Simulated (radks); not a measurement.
Excited configurations of Re III: one electron is placed in a higher orbital outside [Xe] 4f14 5d4. The ground configuration is [Xe] 4f14 5d5. Method: Dirac Kohn-Sham, PBE, spin-unpolarised, spherical densities, point nucleus; open shells fill j = l - 1/2 first; computed with a radial shooting solver on a logarithmic mesh with Libxc functionals. Excitation = E - E(ground); binding = E(ion) - E, where the ion is the core of charge +3; n* = 3/sqrt(2 binding) in atomic units, and the quantum defect is n - n*.

| outer orbital | excitation (eV) | binding (eV) | n* | quantum defect | eigenvalue (eV) |
|---|---|---|---|---|---|
| 6s1/2 | 1.271 | 25.154 | 2.206 | 3.794 | -21.149 |
| 6p1/2 | 7.376 | 19.050 | 2.535 | 3.465 | -15.671 |
| 6f5/2 | 20.896 | 5.529 | 4.706 | 1.294 | -4.542 |
| 7d3/2 | 19.850 | 6.576 | 4.315 | 2.685 | -5.545 |
| 7f5/2 | 22.547 | 3.879 | 5.619 | 1.381 | -3.284 |

The Delta-SCF ionisation energy is 26.426 eV (NIST Atomic Spectra Database: 27 eV, theoretical). Self-interaction in the functional shifts the binding energies and quantum defects, so they are the method's values and not measured ones. Spin polarisation and multiplet splitting are left out, so open shells lie too high by an amount that depends on their filling.

Beside tabulated values, note that spin-unpolarised runs miss the spin-polarisation part of the exchange energy of open shells.
